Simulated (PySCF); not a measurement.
**Shapes and spin states of Sn₂H₄**

These are results of PySCF, PBE0, basis Sn def2-TZVP with ECP28, H def2-TZVP (scalar-relativistic core potentials, no spin–orbit coupling, density fitting), not measurements.

Relaxations began from a few typed shapes and spin states; open shells are unrestricted. The search is not exhaustive: other isomers or separated fragments can lie lower, and high-lying points may rest on an excited occupation.

Problem. Which is the lowest minimum found?
A. singlet C2v: Sn–H 1.765 Å (×2), Sn–H 1.952 Å (×4); H–Sn–H 72.9° (×2), H–Sn–H 90.4° (×4), Sn–H–Sn 107.0° (×2)
B. triplet C2h: Sn–H 1.720 Å (×4), Sn–Sn 2.839 Å; H–Sn–H 108.7° (×2), H–Sn–Sn 109.6° (×4)
C. singlet D2h: Sn–H 1.787 Å (×2), Sn–H 1.920 Å (×4); H–Sn–H 74.6° (×2), H–Sn–H 142.7° (×4), Sn–H–Sn 105.4° (×2)

Solution. A. The others lie at 118.0 (triplet C2h, a saddle point), 306.6 (singlet D2h, a saddle point) kJ/mol above it.
